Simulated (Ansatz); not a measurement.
Geometry optimisation, RKS B3LYP-D4/def2-SVP in Ansatz.

Input:

```yaml
crystal:
  periodic: [false, false, false]
  atoms:
    - { symbol: Sn, position_ang: [-0.083851, -0.031811, -1.02752] }
    - { symbol: C, position_ang: [1.601677, 0.022228, 1.86601] }
    - { symbol: H, position_ang: [0.529482, -0.194743, 1.731795] }
    - { symbol: H, position_ang: [2.039694, -0.785341, 2.465698] }
    - { symbol: H, position_ang: [1.704842, 0.983043, 2.386218] }
    - { symbol: H, position_ang: [2.133388, 0.075722, 0.898149] }
    - { symbol: H, position_ang: [-1.035754, 1.237089, -0.190803] }
    - { symbol: H, position_ang: [-1.031079, -1.306188, -0.191247] }
basis:
  gaussian: { orbitals: def2-SVP }
hamiltonian:
  xc: b3lyp
  dispersion: d4
relax:
  f_tol: 0.03
  max_steps: 50
output:
  orbitals: {}
```

Launched with:

```bash
$ ansatz run input.yaml --threads 1 --pin off --max-ram 2048MiB --backend cpu --events-out ev --progress --plain --runs-dir out
```

**Question.** Where does it end, and by what steps?

**Answer.** It converged. After 5 steps the energy has fallen by 0.005 eV; H6 moved furthest, 0.17 Å.

```json
{"step": "0", "energy less start (eV)": "0.0000", "largest force component (eV/Å)": "0.152", "accepted": "yes"}
{"step": "1", "energy less start (eV)": "0.0082", "largest force component (eV/Å)": "0.147", "accepted": "no"}
{"step": "2", "energy less start (eV)": "-0.0045", "largest force component (eV/Å)": "0.064", "accepted": "yes"}
{"step": "3", "energy less start (eV)": "-0.0049", "largest force component (eV/Å)": "0.059", "accepted": "yes"}
{"step": "4", "energy less start (eV)": "-0.0051", "largest force component (eV/Å)": "0.037", "accepted": "yes"}
{"step": "5", "energy less start (eV)": "-0.0053", "largest force component (eV/Å)": "0.008", "accepted": "yes"}
```

```xyz
8
Properties=species:S:1:pos:R:3
Sn -0.002 -0.051 -0.992
C 1.547 0.027 1.849
H 0.463 -0.162 1.821
H 2.041 -0.809 2.364
H 1.732 0.970 2.380
H 1.980 0.108 0.836
H -0.945 1.229 -0.169
H -0.956 -1.312 -0.151
```

Run time: 9.5 s on 1 thread of AMD EPYC 9R45 96-Core Processor (Zen 5), with other jobs on the host, peak memory 0.14 GiB.
